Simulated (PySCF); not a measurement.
Compound: C₃H₈GeSi.
Geometry (PBE0-D3(BJ)/def2-SVP, Å), atoms numbered from 1 in this order:
```xyz
13
C3H8GeSi angstrom
C      2.8607   -0.0858    0.8852
C      1.9169    0.4804    0.3673
Ge     0.4171    1.3243   -0.4495
C     -0.8739   -0.0519   -0.9562
Si    -1.5193   -1.0967    0.4704
H      3.6979   -0.5778    1.3489
H     -0.1939    2.3022    0.5690
H      0.9116    2.0972   -1.6847
H     -1.7188    0.4442   -1.4618
H     -0.3882   -0.7078   -1.6975
H     -2.2076   -0.2256    1.4731
H     -2.5014   -2.1114   -0.0238
H     -0.3962   -1.8096    1.1486
```

The calculation used TDDFT wB97X-D/def2-SVPD, vertical, gas phase, core orbitals frozen in the response (PySCF 2.14.0, density-fitted response routines). The wB97X-D/def2-SVPD calculation is non-relativistic and has no spin–orbit coupling, an omission that weighs most on germanium.

Transition dipole moments from the ground state, in atomic units and in the frame of the coordinates above (overall signs are arbitrary), for the states with f of 0.002 or more among the lowest 8:

| state | E (eV) | μx | μy | μz |
| --- | --- | --- | --- | --- |
| S2 | 6.401 | -0.065 | -0.096 | -0.044 |
| S3 | 6.404 | 0.082 | 0.067 | -0.061 |
| S4 | 7.805 | 0.637 | 0.059 | 0.213 |
| S5 | 7.866 | 0.072 | 0.081 | 0.154 |
| S6 | 7.967 | 0.655 | 0.134 | 0.040 |
| S7 | 8.293 | -0.324 | 0.351 | -0.182 |
| S8 | 8.370 | 0.309 | 0.302 | -0.137 |

(1) Work out the oscillator strengths.

(2) What angle do the transition dipoles of S6 and S7 make?

## Answers

(1) f = (2/3) ΔE |μ|² with ΔE in hartree (27.2114 eV).

```json
{"state": "S2", "|μ|² (au)": "0.015", "|μ| (D)": "0.31", "f": "0.002"}
{"state": "S3", "|μ|² (au)": "0.015", "|μ| (D)": "0.31", "f": "0.002"}
{"state": "S4", "|μ|² (au)": "0.454", "|μ| (D)": "1.71", "f": "0.087"}
{"state": "S5", "|μ|² (au)": "0.035", "|μ| (D)": "0.48", "f": "0.007"}
{"state": "S6", "|μ|² (au)": "0.449", "|μ| (D)": "1.70", "f": "0.088"}
{"state": "S7", "|μ|² (au)": "0.262", "|μ| (D)": "1.30", "f": "0.053"}
{"state": "S8", "|μ|² (au)": "0.205", "|μ| (D)": "1.15", "f": "0.042"}
```

(2) |cos θ| = |μa·μb| / (|μa| |μb|) = 0.50, so θ ≈ 60° (taken between 0 and 90°, since the signs are arbitrary).

The vertical ionisation energy (ΔSCF) is 10.15 eV, 1.78 eV above S8.

One conformer stands for the species.
